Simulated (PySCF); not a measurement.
# Spin-rotation constants: `InChI=1S/C6H7ClO3/c1-6(5(8)9)3-2-4(7)10-6/h2H,3H2,1H3,(H,8,9)/t6-/m0/s1`

Molfile (atoms numbered from 1):
```
C6H7ClO3
     RDKit          3D

 17 17  0  0  0  0  0  0  0  0999 V2000
   -0.7346    1.1157   -1.1145 C   0  0  0  0  0  0  0  0  0  0  0  0
   -0.1842    0.3074    0.0556 C   0  0  1  0  0  0  0  0  0  0  0  0
   -1.2869    0.0077    1.0739 C   0  0  0  0  0  0  0  0  0  0  0  0
   -1.2121    0.1999    2.2518 O   0  0  0  0  0  0  0  0  0  0  0  0
   -2.3570   -0.5458    0.4896 O   0  0  0  0  0  0  0  0  0  0  0  0
    0.4838   -1.0294   -0.3745 C   0  0  0  0  0  0  0  0  0  0  0  0
    1.8430   -0.9074    0.2513 C   0  0  0  0  0  0  0  0  0  0  0  0
    1.9298    0.2849    0.8293 C   0  0  0  0  0  0  0  0  0  0  0  0
    3.2334    0.9770    1.6644 Cl  0  0  0  0  0  0  0  0  0  0  0  0
    0.8284    1.0708    0.7221 O   0  0  0  0  0  0  0  0  0  0  0  0
   -1.5302    0.5616   -1.6035 H   0  0  0  0  0  0  0  0  0  0  0  0
    0.0650    1.3140   -1.8237 H   0  0  0  0  0  0  0  0  0  0  0  0
   -1.1224    2.0647   -0.7532 H   0  0  0  0  0  0  0  0  0  0  0  0
   -3.0357   -0.7426    1.1558 H   0  0  0  0  0  0  0  0  0  0  0  0
   -0.0676   -1.8959   -0.0045 H   0  0  0  0  0  0  0  0  0  0  0  0
    0.5426   -1.1066   -1.4629 H   0  0  0  0  0  0  0  0  0  0  0  0
    2.5978   -1.6639    0.2131 H   0  0  0  0  0  0  0  0  0  0  0  0
  2  1  1  6
  2  3  1  0
  3  4  2  0
  3  5  1  0
  2  6  1  0
  6  7  1  0
  7  8  2  0
  8  9  1  0
  8 10  1  0
 10  2  1  0
  1 11  1  0
  1 12  1  0
  1 13  1  0
  5 14  1  0
  6 15  1  0
  6 16  1  0
  7 17  1  0
M  END
```

Theory: GIAO B3LYP/pcSseg-1 magnetisability, rotational g tensor and spin-rotation constants, non-relativistic, gas phase in PySCF 2.14.0. Geometry: GFN2-xTB.

Task: Give the nuclear spin-rotation constants along the inertial axes (H = +C I·J) beside the isotropic shieldings.

Result: Rotational constants 2.2618, 0.7354, 0.6798 GHz. A star marks the isotopologue with that one atom substituted, in its own axes.
```
atom  isotope  Caa (kHz)  Cbb (kHz)  Ccc (kHz)  mean (kHz)  σ (ppm)
 Cl9     35Cl      0.305      0.204      0.227       0.246    726.0
 H11       1H     -0.011     -0.065     -0.069      -0.048     30.0
 H12       1H     -0.153     -0.022     -0.069      -0.081     30.3
 H13       1H     -0.263     -0.053     -0.004      -0.107     30.1
 H14       1H     -0.081     -0.008     -0.087      -0.059     26.0
 H15       1H     -0.146     -0.074     -0.004      -0.075     28.7
 H16       1H     -0.256      0.034     -0.073      -0.099     28.9
 H17       1H     -0.102     -0.075     -0.001      -0.059     27.2
  C1     13C*      0.377      0.127      0.105       0.203    153.5
  C2     13C*      0.474      0.215      0.181       0.290     92.9
  C3     13C*      1.236      0.247      0.198       0.560      3.1
  O4     17O*     -1.187     -0.436     -0.083      -0.569   -108.1
  O5     17O*     -0.328     -0.222     -0.129      -0.226    136.5
  C6     13C*      0.435      0.149      0.129       0.238    133.7
  C7     13C*      0.834      0.141      0.172       0.382     83.8
  C8     13C*      1.128      0.212      0.205       0.515     22.6
 O10     17O*     -0.453     -0.158     -0.130      -0.247    151.2
```
For the geometry as given, no vibrational averaging.
